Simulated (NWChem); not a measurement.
Species: HTeSeF; SMILES [SeH][Te]F

```xyz
4

Te    -0.3197     0.8339    -0.0071
F      1.5192     1.5694    -0.0110
Se     0.0815    -1.6365    -0.0289
H      0.1798    -1.8470     1.4483
```
Atoms are numbered in this order, from 1.

Computed with NWChem. All runs use the structure optimised with PBE-D3(BJ)/def2-SVP. def2 effective core potentials on Te; no spin-orbit coupling. Ions are spin-unrestricted doublets at the neutral geometry; other ion states weren't tried.

What does the run give for PBE/def2-SVP? Quantities: vertical ionisation energy, ΔSCF (eV); −ε(HOMO) (eV).


```
Item                                   Value
-------------------------------------  -----
vertical ionisation energy, ΔSCF (eV)   8.55
−ε(HOMO) (eV)                           5.36
```
